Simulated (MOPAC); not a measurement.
MOPAC input (PM7):

```
PM7 1SCF GEO-OK AUX(PRECISION=9) THREADS=1
C2H3F3

C    -1.47569600 1   -0.01860800 1    0.05623400 1
C     0.02456200 1    0.00031000 1   -0.00093600 1
F     0.57561300 1   -0.14119000 1    1.22370700 1
F     0.51042000 1   -0.99733900 1   -0.77039700 1
F     0.49302700 1    1.15844000 1   -0.51348400 1
H    -1.80760300 1   -0.96697800 1    0.47425900 1
H    -1.82185600 1    0.79956700 1    0.68478500 1
H    -1.87527900 1    0.09799900 1   -0.94927600 1
```

Output:

```
 *******************************************************************************
 **                                                                           **
 **                              MOPAC v23.2.5                                **
 **                                                                           **
 *******************************************************************************
 ** MOPAC's Digital Object Identifier: https://doi.org/10.5281/zenodo.6511958 **
 **                                                                           **
 ** Please cite the open-source release paper for use of this MOPAC version:  **
 ** J. E. Moussa and J. J. P. Stewart (2026)                                  **
 ** MOPAC: An open-source semiempirical molecular orbital program             **
 ** J. Open Source Softw., 11(119), 8025, https://doi.org/10.21105/joss.08025 **
 *******************************************************************************

                              PM7 CALCULATION RESULTS

 *******************************************************************************
 *  PM7        - The PM7 Hamiltonian to be used
 *  GEO-OK     - OVERRIDE INTERATOMIC DISTANCE AND OTHER SAFETY CHECKS
 *  1SCF       - DO 1 SCF AND THEN STOP
 *  AUX        - OUTPUT AUXILIARY INFORMATION
 *******************************************************************************
PM7 1SCF GEO-OK AUX(PRECISION=9) THREADS=1
 C2H3F3

   ATOM   CHEMICAL          X               Y               Z
  NUMBER   SYMBOL      (ANGSTROMS)     (ANGSTROMS)     (ANGSTROMS)

     1       C         -1.47569600  *  -0.01860800  *   0.05623400  *
     2       C          0.02456200  *   0.00031000  *  -0.00093600  *
     3       F          0.57561300  *  -0.14119000  *   1.22370700  *
     4       F          0.51042000  *  -0.99733900  *  -0.77039700  *
     5       F          0.49302700  *   1.15844000  *  -0.51348400  *
     6       H         -1.80760300  *  -0.96697800  *   0.47425900  *
     7       H         -1.82185600  *   0.79956700  *   0.68478500  *
     8       H         -1.87527900  *   0.09799900  *  -0.94927600  *

          CARTESIAN COORDINATES

    NO.       ATOM           X           Y           Z

     1         C         -1.4757     -0.0186      0.0562
     2         C          0.0246      0.0003     -0.0009
     3         F          0.5756     -0.1412      1.2237
     4         F          0.5104     -0.9973     -0.7704
     5         F          0.4930      1.1584     -0.5135
     6         H         -1.8076     -0.9670      0.4743
     7         H         -1.8219      0.7996      0.6848
     8         H         -1.8753      0.0980     -0.9493

 General Reference for PM7:
 "Optimization of Parameters for Semiempirical Methods VI: More Modifications to the
 NDDO Approximations and Re-optimization of Parameters", J. J. P. Stewart, J. Mol. Mod., 1:32, 19 (2013)
 https://link.springer.com/article/10.1007/s00894-012-1667-x

           Empirical Formula: C2 H3 F3  =     8 atoms

      MOLECULAR POINT GROUP   :   C3v

      RHF CALCULATION, NO. OF DOUBLY OCCUPIED LEVELS = 16

 -------------------------------------------------------------------------------
 PM7 1SCF GEO-OK AUX(PRECISION=9) THREADS=1
 C2H3F3

     1SCF WAS SPECIFIED, SO BFGS WAS NOT USED
     SCF FIELD WAS ACHIEVED

                              PM7 CALCULATION
                                                       MOPAC v23.2.5 Linux

          FINAL HEAT OF FORMATION =       -171.95685 KCAL/MOL =    -719.46747 KJ/MOL

          COSMO AREA              =         99.34 SQUARE ANGSTROMS
          COSMO VOLUME            =         83.29 CUBIC ANGSTROMS

          IONIZATION POTENTIAL    =         13.951787 EV
          HOMO LUMO ENERGIES (EV) =        -13.952  1.442
          NO. OF FILLED LEVELS    =         16
          MOLECULAR WEIGHT        =         84.0409         POINT GROUP:  C3v

          MOLECULAR DIMENSIONS (Angstroms)

            Atom       Atom       Distance
            H     8    F     3     3.28420
            H     6    F     5     3.15602
            F     4    H     7     3.08103

          SCF CALCULATIONS        =          1

   ATOM   CHEMICAL          X               Y               Z
  NUMBER   SYMBOL      (ANGSTROMS)     (ANGSTROMS)     (ANGSTROMS)

     1       C         -1.47569600  *  -0.01860800  *   0.05623400  *
     2       C          0.02456200  *   0.00031000  *  -0.00093600  *
     3       F          0.57561300  *  -0.14119000  *   1.22370700  *
     4       F          0.51042000  *  -0.99733900  *  -0.77039700  *
     5       F          0.49302700  *   1.15844000  *  -0.51348400  *
     6       H         -1.80760300  *  -0.96697800  *   0.47425900  *
     7       H         -1.82185600  *   0.79956700  *   0.68478500  *
     8       H         -1.87527900  *   0.09799900  *  -0.94927600  *

                             CARTESIAN COORDINATES

   1    C       -1.475696000    -0.018608000     0.056234000
   2    C        0.024562000     0.000310000    -0.000936000
   3    F        0.575613000    -0.141190000     1.223707000
   4    F        0.510420000    -0.997339000    -0.770397000
   5    F        0.493027000     1.158440000    -0.513484000
   6    H       -1.807603000    -0.966978000     0.474259000
   7    H       -1.821856000     0.799567000     0.684785000
   8    H       -1.875279000     0.097999000    -0.949276000

           Empirical Formula: C2 H3 F3  =     8 atoms

      MOLECULAR POINT GROUP   :   C3v

                  EIGENVALUES
 -41.73214 -41.42374 -41.42373 -28.06687 -22.53523 -19.14953 -19.14953 -18.25789
 -16.61676 -16.61676 -16.35144 -15.59950 -15.59949 -14.64040 -14.64040 -13.95179
   1.44232   2.30690   2.30691   2.69954   4.66959   4.66959   5.76635

              NET ATOMIC CHARGES AND DIPOLE CONTRIBUTIONS

  ATOM NO.   TYPE          CHARGE      No. of ELECS.   s-Pop       p-Pop
    1          C          -0.507798        4.5078     1.06007     3.44773
    2          C           0.559050        3.4409     1.15307     2.28788
    3          F          -0.205343        7.2053     1.97044     5.23490
    4          F          -0.205343        7.2053     1.97044     5.23490
    5          F          -0.205343        7.2053     1.97044     5.23490
    6          H           0.188259        0.8117     0.81174
    7          H           0.188259        0.8117     0.81174
    8          H           0.188259        0.8117     0.81174
 DIPOLE           X         Y         Z       TOTAL
 POINT-CHG.    -2.870    -0.036     0.109     2.872
 HYBRID         0.370     0.005    -0.014     0.371
 SUM           -2.499    -0.032     0.095     2.501

          ATOMIC ORBITAL ELECTRON POPULATIONS

     Atom    s        px        py        pz
    1  C   1.06007   1.02163   1.21317   1.21293
    2  C   1.15307   0.85502   0.71634   0.71652
    3  F   1.97044   1.87527   1.96431   1.39533
    4  F   1.97044   1.89992   1.58966   1.74532
    5  F   1.97044   1.90594   1.45738   1.87158
    6  H   0.81174
    7  H   0.81174
    8  H   0.81174

 **********************
 *                    *
 * JOB ENDED NORMALLY *
 *                    *
 **********************

 == MOPAC DONE ==
```

The geometry given is a B3LYP-D3(BJ)/def2-TZVP minimum.
